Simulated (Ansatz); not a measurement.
## Molecular dynamics of CH$_{7}$BN$_{2}$

Input file:

```yaml
crystal:
  periodic: [false, false, false]
  atoms:
    - { symbol: B, position_ang: [-0.002266, -0.007973, -0.041002] }
    - { symbol: C, position_ang: [-0.007842, 0.03807, 1.565364] }
    - { symbol: H, position_ang: [-1.017404, -0.132763, 1.986929] }
    - { symbol: H, position_ang: [0.663301, -0.729497, 2.002045] }
    - { symbol: H, position_ang: [0.343222, 1.018777, 1.94754] }
    - { symbol: "N", position_ang: [1.225459, 0.138411, -0.749857] }
    - { symbol: H, position_ang: [1.318169, 0.121436, -1.792399] }
    - { symbol: H, position_ang: [2.146503, 0.276317, -0.276153] }
    - { symbol: "N", position_ang: [-1.220928, -0.190121, -0.756065] }
    - { symbol: H, position_ang: [-2.147216, -0.301466, -0.285568] }
    - { symbol: H, position_ang: [-1.300998, -0.231191, -1.799335] }
basis:
  gaussian: { orbitals: STO-3G }
hamiltonian:
  xc: blyp
md:
  timestep: 0.5
  n_steps: 166
  ensemble: nve
  temperature: 1500.0
  initial_velocities: maxwell_boltzmann
  seed: 319044
```

Command:

```bash
$ ansatz run input.yaml --threads 1 --pin off --max-ram 2048MiB --backend cpu --events-out ev --progress --plain --runs-dir out
```

It starts from a relaxed structure.

Output, in part (one step line in 2, the closing report, with atoms numbered from 0):

```
md step     0: t =     0.00 fs  T =  1500.0 K  F+E_penalty+E_count = -4745.85883024 eV  E_kin = 1.745010 eV  conserved = -4744.11382025 eV  (21 SCF iters)
md step     2: t =     1.00 fs  T =  1350.8 K  F+E_penalty+E_count = -4745.68118049 eV  E_kin = 1.571437 eV  conserved = -4744.10974384 eV  (25 SCF iters)
md step     4: t =     2.00 fs  T =  1101.0 K  F+E_penalty+E_count = -4745.38482773 eV  E_kin = 1.280887 eV  conserved = -4744.10394028 eV  (25 SCF iters)
md step     6: t =     3.00 fs  T =   995.1 K  F+E_penalty+E_count = -4745.26568723 eV  E_kin = 1.157660 eV  conserved = -4744.10802739 eV  (26 SCF iters)
md step     8: t =     4.00 fs  T =   890.8 K  F+E_penalty+E_count = -4745.14637199 eV  E_kin = 1.036347 eV  conserved = -4744.11002480 eV  (26 SCF iters)
md step    10: t =     5.00 fs  T =   685.4 K  F+E_penalty+E_count = -4744.90405300 eV  E_kin = 0.797335 eV  conserved = -4744.10671750 eV  (26 SCF iters)
md step    12: t =     6.00 fs  T =   518.5 K  F+E_penalty+E_count = -4744.70728907 eV  E_kin = 0.603228 eV  conserved = -4744.10406128 eV  (26 SCF iters)
md step    14: t =     7.00 fs  T =   522.9 K  F+E_penalty+E_count = -4744.71273670 eV  E_kin = 0.608323 eV  conserved = -4744.10441366 eV  (25 SCF iters)
md step    16: t =     8.00 fs  T =   679.8 K  F+E_penalty+E_count = -4744.89833748 eV  E_kin = 0.790787 eV  conserved = -4744.10755035 eV  (23 SCF iters)
md step    18: t =     9.00 fs  T =   829.8 K  F+E_penalty+E_count = -4745.07633845 eV  E_kin = 0.965325 eV  conserved = -4744.11101351 eV  (26 SCF iters)
md step    20: t =    10.00 fs  T =   819.8 K  F+E_penalty+E_count = -4745.06333793 eV  E_kin = 0.953681 eV  conserved = -4744.10965655 eV  (26 SCF iters)
md step    22: t =    11.00 fs  T =   731.4 K  F+E_penalty+E_count = -4744.95601469 eV  E_kin = 0.850867 eV  conserved = -4744.10514728 eV  (26 SCF iters)
md step    24: t =    12.00 fs  T =   747.0 K  F+E_penalty+E_count = -4744.97737814 eV  E_kin = 0.869062 eV  conserved = -4744.10831657 eV  (26 SCF iters)
md step    26: t =    13.00 fs  T =   749.4 K  F+E_penalty+E_count = -4744.98226271 eV  E_kin = 0.871762 eV  conserved = -4744.11050074 eV  (26 SCF iters)
md step    28: t =    14.00 fs  T =   627.4 K  F+E_penalty+E_count = -4744.83740175 eV  E_kin = 0.729833 eV  conserved = -4744.10756825 eV  (26 SCF iters)
md step    30: t =    15.00 fs  T =   497.5 K  F+E_penalty+E_count = -4744.68386929 eV  E_kin = 0.578733 eV  conserved = -4744.10513650 eV  (26 SCF iters)
md step    32: t =    16.00 fs  T =   482.8 K  F+E_penalty+E_count = -4744.66659945 eV  E_kin = 0.561707 eV  conserved = -4744.10489211 eV  (26 SCF iters)
md step    34: t =    17.00 fs  T =   597.0 K  F+E_penalty+E_count = -4744.80125587 eV  E_kin = 0.694480 eV  conserved = -4744.10677619 eV  (23 SCF iters)
md step    36: t =    18.00 fs  T =   741.2 K  F+E_penalty+E_count = -4744.97207686 eV  E_kin = 0.862248 eV  conserved = -4744.10982880 eV  (26 SCF iters)
md step    38: t =    19.00 fs  T =   776.5 K  F+E_penalty+E_count = -4745.01334355 eV  E_kin = 0.903283 eV  conserved = -4744.11006077 eV  (26 SCF iters)
md step    40: t =    20.00 fs  T =   715.6 K  F+E_penalty+E_count = -4744.93839817 eV  E_kin = 0.832482 eV  conserved = -4744.10591600 eV  (26 SCF iters)
md step    42: t =    21.00 fs  T =   730.4 K  F+E_penalty+E_count = -4744.95699243 eV  E_kin = 0.849725 eV  conserved = -4744.10726748 eV  (26 SCF iters)
md step    44: t =    22.00 fs  T =   766.7 K  F+E_penalty+E_count = -4745.00260521 eV  E_kin = 0.891878 eV  conserved = -4744.11072689 eV  (26 SCF iters)
md step    46: t =    23.00 fs  T =   670.0 K  F+E_penalty+E_count = -4744.88803941 eV  E_kin = 0.779487 eV  conserved = -4744.10855264 eV  (26 SCF iters)
md step    48: t =    24.00 fs  T =   515.4 K  F+E_penalty+E_count = -4744.70528901 eV  E_kin = 0.599595 eV  conserved = -4744.10569433 eV  (26 SCF iters)
md step    50: t =    25.00 fs  T =   442.7 K  F+E_penalty+E_count = -4744.61973838 eV  E_kin = 0.515054 eV  conserved = -4744.10468419 eV  (26 SCF iters)
md step    52: t =    26.00 fs  T =   507.9 K  F+E_penalty+E_count = -4744.69629610 eV  E_kin = 0.590816 eV  conserved = -4744.10548057 eV  (23 SCF iters)
md step    54: t =    27.00 fs  T =   666.7 K  F+E_penalty+E_count = -4744.88358746 eV  E_kin = 0.775635 eV  conserved = -4744.10795293 eV  (26 SCF iters)
md step    56: t =    28.00 fs  T =   800.0 K  F+E_penalty+E_count = -4745.04024016 eV  E_kin = 0.930664 eV  conserved = -4744.10957581 eV  (26 SCF iters)
md step    58: t =    29.00 fs  T =   850.0 K  F+E_penalty+E_count = -4745.09564262 eV  E_kin = 0.988811 eV  conserved = -4744.10683134 eV  (26 SCF iters)
md step    60: t =    30.00 fs  T =   934.8 K  F+E_penalty+E_count = -4745.19375386 eV  E_kin = 1.087450 eV  conserved = -4744.10630392 eV  (26 SCF iters)
md step    62: t =    31.00 fs  T =  1069.9 K  F+E_penalty+E_count = -4745.35494583 eV  E_kin = 1.244669 eV  conserved = -4744.11027722 eV  (25 SCF iters)
md step    64: t =    32.00 fs  T =  1093.5 K  F+E_penalty+E_count = -4745.38213966 eV  E_kin = 1.272132 eV  conserved = -4744.11000750 eV  (25 SCF iters)
md step    66: t =    33.00 fs  T =   997.1 K  F+E_penalty+E_count = -4745.26789614 eV  E_kin = 1.160008 eV  conserved = -4744.10788855 eV  (26 SCF iters)
md step    68: t =    34.00 fs  T =   883.2 K  F+E_penalty+E_count = -4745.13370954 eV  E_kin = 1.027471 eV  conserved = -4744.10623846 eV  (25 SCF iters)
md step    70: t =    35.00 fs  T =   839.4 K  F+E_penalty+E_count = -4745.08204531 eV  E_kin = 0.976449 eV  conserved = -4744.10559582 eV  (23 SCF iters)
md step    72: t =    36.00 fs  T =   892.0 K  F+E_penalty+E_count = -4745.14475182 eV  E_kin = 1.037684 eV  conserved = -4744.10706791 eV  (26 SCF iters)
md step    74: t =    37.00 fs  T =   966.7 K  F+E_penalty+E_count = -4745.23383528 eV  E_kin = 1.124641 eV  conserved = -4744.10919397 eV  (25 SCF iters)
md step    76: t =    38.00 fs  T =   972.2 K  F+E_penalty+E_count = -4745.23907855 eV  E_kin = 1.130948 eV  conserved = -4744.10813042 eV  (25 SCF iters)
md step    78: t =    39.00 fs  T =   953.2 K  F+E_penalty+E_count = -4745.21547752 eV  E_kin = 1.108871 eV  conserved = -4744.10660632 eV  (26 SCF iters)
md step    80: t =    40.00 fs  T =   970.1 K  F+E_penalty+E_count = -4745.23690767 eV  E_kin = 1.128527 eV  conserved = -4744.10838060 eV  (24 SCF iters)
md step    82: t =    41.00 fs  T =   962.4 K  F+E_penalty+E_count = -4745.22818251 eV  E_kin = 1.119656 eV  conserved = -4744.10852654 eV  (25 SCF iters)
md step    84: t =    42.00 fs  T =   908.3 K  F+E_penalty+E_count = -4745.16507682 eV  E_kin = 1.056684 eV  conserved = -4744.10839274 eV  (26 SCF iters)
md step    86: t =    43.00 fs  T =   815.3 K  F+E_penalty+E_count = -4745.05603004 eV  E_kin = 0.948464 eV  conserved = -4744.10756642 eV  (26 SCF iters)
md step    88: t =    44.00 fs  T =   725.0 K  F+E_penalty+E_count = -4744.94934094 eV  E_kin = 0.843438 eV  conserved = -4744.10590286 eV  (26 SCF iters)
md step    90: t =    45.00 fs  T =   708.9 K  F+E_penalty+E_count = -4744.93057458 eV  E_kin = 0.824663 eV  conserved = -4744.10591176 eV  (25 SCF iters)
md step    92: t =    46.00 fs  T =   763.4 K  F+E_penalty+E_count = -4744.99578777 eV  E_kin = 0.888133 eV  conserved = -4744.10765460 eV  (25 SCF iters)
md step    94: t =    47.00 fs  T =   811.5 K  F+E_penalty+E_count = -4745.05220615 eV  E_kin = 0.943993 eV  conserved = -4744.10821291 eV  (25 SCF iters)
md step    96: t =    48.00 fs  T =   827.6 K  F+E_penalty+E_count = -4745.07020417 eV  E_kin = 0.962738 eV  conserved = -4744.10746653 eV  (26 SCF iters)
md step    98: t =    49.00 fs  T =   839.6 K  F+E_penalty+E_count = -4745.08470702 eV  E_kin = 0.976701 eV  conserved = -4744.10800647 eV  (25 SCF iters)
md step   100: t =    50.00 fs  T =   837.6 K  F+E_penalty+E_count = -4745.08226494 eV  E_kin = 0.974411 eV  conserved = -4744.10785439 eV  (26 SCF iters)
md step   102: t =    51.00 fs  T =   814.6 K  F+E_penalty+E_count = -4745.05645533 eV  E_kin = 0.947694 eV  conserved = -4744.10876170 eV  (27 SCF iters)
md step   104: t =    52.00 fs  T =   730.0 K  F+E_penalty+E_count = -4744.95786926 eV  E_kin = 0.849255 eV  conserved = -4744.10861445 eV  (27 SCF iters)
md step   106: t =    53.00 fs  T =   591.0 K  F+E_penalty+E_count = -4744.79389095 eV  E_kin = 0.687537 eV  conserved = -4744.10635437 eV  (26 SCF iters)
md step   108: t =    54.00 fs  T =   496.4 K  F+E_penalty+E_count = -4744.68272515 eV  E_kin = 0.577504 eV  conserved = -4744.10522130 eV  (26 SCF iters)
md step   110: t =    55.00 fs  T =   501.7 K  F+E_penalty+E_count = -4744.68977893 eV  E_kin = 0.583637 eV  conserved = -4744.10614166 eV  (26 SCF iters)
md step   112: t =    56.00 fs  T =   568.2 K  F+E_penalty+E_count = -4744.76829871 eV  E_kin = 0.661030 eV  conserved = -4744.10726874 eV  (26 SCF iters)
md step   114: t =    57.00 fs  T =   642.4 K  F+E_penalty+E_count = -4744.85505274 eV  E_kin = 0.747359 eV  conserved = -4744.10769358 eV  (26 SCF iters)
md step   116: t =    58.00 fs  T =   700.5 K  F+E_penalty+E_count = -4744.92288821 eV  E_kin = 0.814930 eV  conserved = -4744.10795793 eV  (26 SCF iters)
md step   118: t =    59.00 fs  T =   747.6 K  F+E_penalty+E_count = -4744.97614440 eV  E_kin = 0.869730 eV  conserved = -4744.10641481 eV  (25 SCF iters)
md step   120: t =    60.00 fs  T =   841.1 K  F+E_penalty+E_count = -4745.08618471 eV  E_kin = 0.978533 eV  conserved = -4744.10765158 eV  (26 SCF iters)
md step   122: t =    61.00 fs  T =   918.8 K  F+E_penalty+E_count = -4745.17932477 eV  E_kin = 1.068932 eV  conserved = -4744.11039253 eV  (26 SCF iters)
md step   124: t =    62.00 fs  T =   860.1 K  F+E_penalty+E_count = -4745.10955372 eV  E_kin = 1.000621 eV  conserved = -4744.10893319 eV  (26 SCF iters)
md step   126: t =    63.00 fs  T =   718.9 K  F+E_penalty+E_count = -4744.94267680 eV  E_kin = 0.836353 eV  conserved = -4744.10632396 eV  (26 SCF iters)
md step   128: t =    64.00 fs  T =   620.4 K  F+E_penalty+E_count = -4744.82726121 eV  E_kin = 0.721708 eV  conserved = -4744.10555325 eV  (26 SCF iters)
md step   130: t =    65.00 fs  T =   609.2 K  F+E_penalty+E_count = -4744.81518687 eV  E_kin = 0.708677 eV  conserved = -4744.10650946 eV  (26 SCF iters)
md step   132: t =    66.00 fs  T =   639.9 K  F+E_penalty+E_count = -4744.85262962 eV  E_kin = 0.744428 eV  conserved = -4744.10820114 eV  (26 SCF iters)
md step   134: t =    67.00 fs  T =   633.3 K  F+E_penalty+E_count = -4744.84554926 eV  E_kin = 0.736769 eV  conserved = -4744.10878026 eV  (26 SCF iters)
md step   136: t =    68.00 fs  T =   590.9 K  F+E_penalty+E_count = -4744.79248543 eV  E_kin = 0.687391 eV  conserved = -4744.10509468 eV  (26 SCF iters)
md step   138: t =    69.00 fs  T =   676.9 K  F+E_penalty+E_count = -4744.89249303 eV  E_kin = 0.787455 eV  conserved = -4744.10503843 eV  (25 SCF iters)
md step   140: t =    70.00 fs  T =   883.2 K  F+E_penalty+E_count = -4745.13786843 eV  E_kin = 1.027478 eV  conserved = -4744.11039009 eV  (26 SCF iters)
md step   142: t =    71.00 fs  T =   976.7 K  F+E_penalty+E_count = -4745.24673352 eV  E_kin = 1.136270 eV  conserved = -4744.11046367 eV  (26 SCF iters)
md step   144: t =    72.00 fs  T =   925.9 K  F+E_penalty+E_count = -4745.18449296 eV  E_kin = 1.077105 eV  conserved = -4744.10738821 eV  (26 SCF iters)
md step   146: t =    73.00 fs  T =   869.9 K  F+E_penalty+E_count = -4745.11762731 eV  E_kin = 1.011990 eV  conserved = -4744.10563750 eV  (26 SCF iters)
md step   148: t =    74.00 fs  T =   900.1 K  F+E_penalty+E_count = -4745.15338056 eV  E_kin = 1.047123 eV  conserved = -4744.10625730 eV  (26 SCF iters)
md step   150: t =    75.00 fs  T =   984.2 K  F+E_penalty+E_count = -4745.25383004 eV  E_kin = 1.145005 eV  conserved = -4744.10882516 eV  (26 SCF iters)
md step   152: t =    76.00 fs  T =   995.4 K  F+E_penalty+E_count = -4745.26883477 eV  E_kin = 1.158028 eV  conserved = -4744.11080677 eV  (26 SCF iters)
md step   154: t =    77.00 fs  T =   865.7 K  F+E_penalty+E_count = -4745.11419025 eV  E_kin = 1.007131 eV  conserved = -4744.10705915 eV  (26 SCF iters)
md step   156: t =    78.00 fs  T =   774.7 K  F+E_penalty+E_count = -4745.00505153 eV  E_kin = 0.901182 eV  conserved = -4744.10387002 eV  (26 SCF iters)
md step   158: t =    79.00 fs  T =   850.9 K  F+E_penalty+E_count = -4745.09828572 eV  E_kin = 0.989906 eV  conserved = -4744.10837997 eV  (26 SCF iters)
md step   160: t =    80.00 fs  T =   906.1 K  F+E_penalty+E_count = -4745.16446803 eV  E_kin = 1.054111 eV  conserved = -4744.11035710 eV  (26 SCF iters)
md step   162: t =    81.00 fs  T =   823.7 K  F+E_penalty+E_count = -4745.06654076 eV  E_kin = 0.958240 eV  conserved = -4744.10830076 eV  (26 SCF iters)
md step   164: t =    82.00 fs  T =   688.8 K  F+E_penalty+E_count = -4744.90715977 eV  E_kin = 0.801258 eV  conserved = -4744.10590149 eV  (27 SCF iters)
md step   166: t =    83.00 fs  T =   622.5 K  F+E_penalty+E_count = -4744.82938669 eV  E_kin = 0.724171 eV  conserved = -4744.10521610 eV  (23 SCF iters)
Total energy: -4744.82964997 eV, -174.3692734752 hartree
Atom 0 at    -0.074720     0.051988     0.013316 Å, force     2.023550    -0.402902    -2.322929 eV/Å
Atom 1 at    -0.003206     0.059885     1.560116 Å, force     0.775411    -2.598038     0.587562 eV/Å
Atom 2 at     0.235602     1.077356     1.900866 Å, force    -0.197990    -0.013061     0.897812 eV/Å
Atom 3 at    -0.853158    -0.501398     2.063380 Å, force     0.472115     1.365777    -0.222018 eV/Å
Atom 4 at     0.881772    -0.645411     1.709627 Å, force    -0.468354     1.118128     0.701725 eV/Å
Atom 5 at     1.218840     0.215914    -0.739709 Å, force     0.984861     1.455578     2.185875 eV/Å
Atom 6 at     1.360811     0.114122    -1.780024 Å, force    -0.394210     0.138048     0.066369 eV/Å
Atom 7 at     2.150783     0.711581    -0.302354 Å, force    -2.776560    -1.357179    -1.044262 eV/Å
Atom 8 at    -1.199187    -0.314187    -0.759638 Å, force    -2.058154    -0.370074    -2.338317 eV/Å
Atom 9 at    -2.054682    -0.980610    -0.625850 Å, force     1.478170     1.354576     0.607340 eV/Å
Atom 10 at    -1.203912    -0.009969    -1.793933 Å, force     0.161162    -0.690853     0.880843 eV/Å
Dipole moment:    -0.015724     0.007696    -0.339828 e Å
```

All steps were run. The conserved energy stayed within 0.91 meV per atom of its start (net change 0.78 meV per atom), so the integration is sound. Over the second half the temperature averaged 0.51 of the 1500 K drawn at the start: a run that starts near a minimum puts about half its kinetic energy into the potential. A run of 0.083 ps of so small a system gives no equilibrium averages. Limits of this set-up: minimal basis.

The same pairs are bonded in the first frame and the last. Pairs count as bonded within 1.25 times the sum of covalent radii (0.12 Å more for H–H).

Last frame:

```xyz
11
Properties=species:S:1:pos:R:3
B -0.075 0.052 0.013
C -0.003 0.060 1.560
H 0.236 1.077 1.901
H -0.853 -0.501 2.063
H 0.882 -0.645 1.710
N 1.219 0.216 -0.740
H 1.361 0.114 -1.780
H 2.151 0.712 -0.302
N -1.199 -0.314 -0.760
H -2.055 -0.981 -0.626
H -1.204 -0.010 -1.794
```

Time of the run: 3.4 min on 1 thread of Intel(R) Xeon(R) CPU @ 2.60GHz (Ice Lake), on a shared host, peak memory 0.1 GiB.
